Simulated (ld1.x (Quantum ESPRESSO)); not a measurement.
# An all-electron radial function and its pseudo partner (silicon (Si))

Columns: radius, all-electron u(r) and pseudo u(r) of the 3s shell (level -10.68 eV) of silicon in the configuration [Ne] 3s2 3p2; BLYP, scalar-relativistic, TM scheme, ld1.x (Quantum ESPRESSO) 7.5.

| r (bohr) | all-electron | pseudo |
| --- | --- | --- |
| 0.078 | 0.1645 | 0.0393 |
| 0.155 | -0.0167 | 0.0766 |
| 0.232 | -0.2034 | 0.1112 |
| 0.310 | -0.3146 | 0.1423 |
| 0.388 | -0.3441 | 0.1690 |
| 0.465 | -0.3116 | 0.1913 |
| 0.542 | -0.2384 | 0.2107 |
| 0.620 | -0.1403 | 0.2295 |
| 0.698 | -0.0308 | 0.2502 |
| 0.775 | 0.0793 | 0.2754 |
| 0.852 | 0.1858 | 0.3082 |
| 0.930 | 0.2861 | 0.3511 |
| 1.008 | 0.3766 | 0.4040 |
| 1.085 | 0.4553 | 0.4633 |
| 1.162 | 0.5231 | 0.5243 |
| 1.240 | 0.5809 | 0.5810 |
| 1.318 | 0.6284 | 0.6284 |
| 1.395 | 0.6658 | 0.6658 |
| 1.472 | 0.6947 | 0.6947 |
| 1.550 | 0.7159 | 0.7159 |
| 1.628 | 0.7299 | 0.7299 |
| 1.705 | 0.7374 | 0.7374 |
| 1.782 | 0.7392 | 0.7392 |
| 1.860 | 0.7362 | 0.7362 |
| 1.938 | 0.7289 | 0.7289 |
| 2.015 | 0.7182 | 0.7182 |

Problem. How many radial nodes do the two functions have?

Solution. The all-electron 3s function has n − l − 1 = 2; the pseudo-wave has 0, since the states of the same l below it are removed with the core.

Problem. At about which radius was the pseudo-wave matched?

Solution. 1.30 bohr, where the columns begin to agree (steps of 0.08 bohr).

Problem. Is the pseudo-wave norm-conserving?

Solution. Yes: the TM scheme keeps the norm inside the radius equal to the all-electron one, which fixes the energy derivative of the logarithmic derivative at the level.
